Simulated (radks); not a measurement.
The numbers below are computed, except where a source is named.
Initial-state core-level shifts of neutral cerium when its valence configuration changes from [Xe] 4f1 5d1 6s2. Code: a radial shooting solver on a logarithmic mesh with Libxc functionals. Model: scalar-relativistic Kohn-Sham, PBE, spin-unpolarised, spherical densities, finite nucleus; Fermi nuclear charge, rms radius 4.8771 fm. Shifts are changes of the shell-averaged eigenvalues in eV (positive: less bound); the change of the density at the nucleus, which sets a Mossbauer isomer shift, is in e/bohr^3, on a base of 3.977e+05.

\begin{tabular}{lrrrrr}
valence & 1s & 3p & 4d & 5p & density at nucleus \\ \hline
4f1 5d2 6s1 & +1.576 & +1.629 & +1.634 & +1.475 & -20.98 \\
5d2 6s2 & -7.253 & -9.273 & -7.629 & -2.562 & +28.27 \\
4f1 5d0.5 6s2 6p0.5 & -1.516 & -1.544 & -1.539 & -1.410 & +4.47 \\
4f0.5 5d1.5 6s2 & -3.504 & -4.461 & -3.712 & -1.286 & +13.68 \\
5d2 6s1 6p1 & -8.397 & -10.413 & -8.765 & -3.684 & +10.03 \\
4f2 6s2 & +5.828 & +7.322 & +6.302 & +2.418 & -22.78 \\
4f0.5 5d1.5 6s1.5 6p0.5 & -4.087 & -5.041 & -4.291 & -1.857 & +5.33 \\
\end{tabular}
